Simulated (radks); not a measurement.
Ga18+, configuration [Ne] 3s2 3p1 (the NIST ground configuration). All-electron calculation, scalar-relativistic Kohn-Sham, PBE, spin-polarised, spherical densities, finite nucleus; open shells are filled with parallel spins first; Fermi nuclear charge, rms radius 3.9973 fm. Program: a radial shooting solver on a logarithmic mesh with Libxc functionals. Some entries of the table are withheld. Estimate them.

| orbital | occ. | eigenvalue (eV) | <1/r> (bohr^-1) |
|---|---|---|---|
| 1s up | 1 | -10940.05 | 31.30 |
| 1s down | 1 | -10938.98 | 31.31 |
| 2s up | 1 | -1946.463 | 6.930 |
| 2s down | 1 | -1945.504 | 6.931 |
| 2p up | 3 | -1788.623 | 6.789 |
| 2p down | 3 | -1787.320 | 6.789 |
| 3s up | 1 | -708.0558 | (1) |
| 3s down | 1 | -702.7848 | (2) |
| 3p up | 1 | -658.4834 | 2.588 |
| 3p down | 0 | -653.3064 | 2.587 |
| 3d up | 0 | -588.5269 | 2.436 |
| 3d down | 0 | -584.1632 | 2.441 |
| 4s up | 0 | -359.3315 | 1.395 |
| 4s down | 0 | -357.3843 | 1.393 |

Answer. 
(1) 3s up <1/r> (bohr^-1): 2.671
(2) 3s down <1/r> (bohr^-1): 2.668
